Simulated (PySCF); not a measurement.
C5H5Cl (SMILES C=C=C(Cl)C=C), singlet, at a GFN2-xTB geometry. Base run: PySCF with DF-CAMB3LYP/def2-SV(P).

Input for PySCF:
```python
from pyscf import gto, scf, dft

mol = gto.Mole()
mol.atom = '''
    C    -2.63882691   -0.46603135    0.61184362
    C    -1.37957911   -0.30717328    0.36747000
    C    -0.11040490   -0.13187251    0.10978939
    Cl    0.33991289    1.20293330   -0.93507350
    C     0.95225534   -0.96943360    0.63150131
    C     2.24565787   -0.81020742    0.38345182
    H    -3.26505664   -1.08927647   -0.00824812
    H    -3.11941222    0.00682713    1.45478761
    H     0.60039753   -1.77125578    1.26725223
    H     2.60874881   -0.01684803   -0.24707704
    H     2.98218966   -1.47100404    0.80519805
'''
mol.basis = 'def2-sv(p)'
mol.verbose = 4
mol.max_memory = 1800
mol.build()

mf = dft.RKS(mol)
mf.xc = 'camb3lyp'
mf = mf.density_fit(auxbasis='def2-universal-jkfit')
mf.kernel()
```

All variants below ran on the same shared machine, one core each. Differences are taken from the largest basis of the def2 family in the series, which isn't the basis-set limit (def2-TZVPP: -653.639958 Eh). The cheapest run took around 12 core-seconds (rough).

| setting | basis functions | cost, times the cheapest (rough) | difference in total energy (mEh) |
|---|---|---|---|
| def2-SV(P) | 98 | 1 | 394.31 |
| def2-SVP | 113 | 1 | 381.85 |
| def2-TZVP | 222 | 3 | 2.06 |
| def2-TZVPP | 267 | 4 | reference |

Times come from a shared machine, hold the start-up and are rough. Total energies converge more slowly with the basis than energy differences do.
